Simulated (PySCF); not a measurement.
C4H8S, SMILES C[C@H]1CCS1.

Geometry optimised at B3LYP-D3(BJ)/def2-SVP.

Calculation: TDA-PBE/def2-SVPD run with PySCF.

Vertical excitations. Isolated molecule, no solvent.

Computed UV-visible absorptions:
```tsv
state	energy (eV)	λ (nm)	f	main pairs
S1	4.25	292	0.000	HOMO→LUMO 100 %
S2	5.23	237	0.030	HOMO→LUMO+1 94 %
S3	5.58	222	0.017	HOMO→LUMO+2 91 %
S4	5.73	216	0.033	HOMO→LUMO+3 99 %
S5	5.95	208	0.011	HOMO→LUMO+4 99 %
S6	6.41	193	0.038	HOMO−1→LUMO 92 %
S7	6.59	188	0.009	HOMO→LUMO+5 94 %
S8	6.69	185	0.008	HOMO→LUMO+6 98 %
S9	6.93	179	0.012	HOMO→LUMO+7 98 %
S10	7.09	175	0.008	HOMO−2→LUMO 81 %
T1	3.80	327	0	HOMO→LUMO 100 %
T2	5.04	246	0	HOMO→LUMO+1 77 %, HOMO→LUMO+2 21 %
T3	5.16	240	0	HOMO→LUMO+2 78 %, HOMO→LUMO+1 22 %
T4	5.54	224	0	HOMO−1→LUMO 98 %
```
Triplets are in the Tamm–Dancoff approximation.
